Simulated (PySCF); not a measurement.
**Ionisation energy of Br⁺ by level of theory**

Br⁺ [Ar] 3d10 4s2 4p4 (3P) → Br²⁺ [Ar] 3d10 4s2 4p3 (4S), as a difference of total energies. Calculation: PySCF 2.14, in x2c-TZVPPall (6s5p4d1f, 48 functions); scalar relativity by spin-free X2C-1e. Correlated levels: valence: [Ar] 3d10 frozen. The calculations carry no spin-orbit coupling.

```csv
method,ionisation energy (eV),plus first-order spin-orbit estimate,error of that sum (eV)
UHF,20.252,20.419,-1.172
MP2 (valence),20.939,21.107,-0.484
SCS-MP2 (valence),21.009,21.177,-0.414
CCSD (valence),21.056,21.224,-0.367
CCSD(T) (valence),21.080,21.248,-0.343
CCSDT (valence),21.082,21.250,-0.341
```

Reference: 21.591 eV (measured; NIST Atomic Spectra Database, ionization energies).

A first-order spin-orbit estimate (lowest level to lowest level, LS coupling) adds 0.168 eV.

Errors of the correlated levels include the incompleteness of this basis and the frozen core.
